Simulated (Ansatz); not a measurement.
System: sum formula NbO2Cl, net charge 1, doublet state. The spin state was set by rule; other spins were not relaxed. SMILES of the parent species: [Cl][Nb](=[O])=[O]
Structure (B3LYP-D3(BJ)/def2-TZVP (Ansatz, a first-principles code) minimum search):
```
Nb
O 1 1.7164
O 1 1.7860 2 95.48
Cl 1 2.2382 2 108.16 3 -110.93
```
Charge +1, spin multiplicity 2.

Parts of the frozen-core correlation energy in def2-SVP (Ansatz, hartree). Frozen orbitals: 11; correlated occupied orbitals by spin: 12 and 11; virtual: 54 and 55. Open shells are spin-unrestricted. Spin-orbit coupling is left out. In def2 rows, elements after Kr have scalar-relativistic effective core potentials.

```json
[
 {"term": "reference (HF)", "value": "-665.07387"},
 {"term": "MP2 opposite-spin", "value": "-0.42354"},
 {"term": "MP2 same-spin", "value": "-0.18097"},
 {"term": "CCSD correlation", "value": "-0.64038"},
 {"term": "(T)", "value": "-0.03325"},
 {"term": "T1 diagnostic", "value": "0.064"},
 {"term": "largest doubles amplitude", "value": "0.042"},
 {"term": "<S^2> of the reference", "value": "1.224"}
]
```
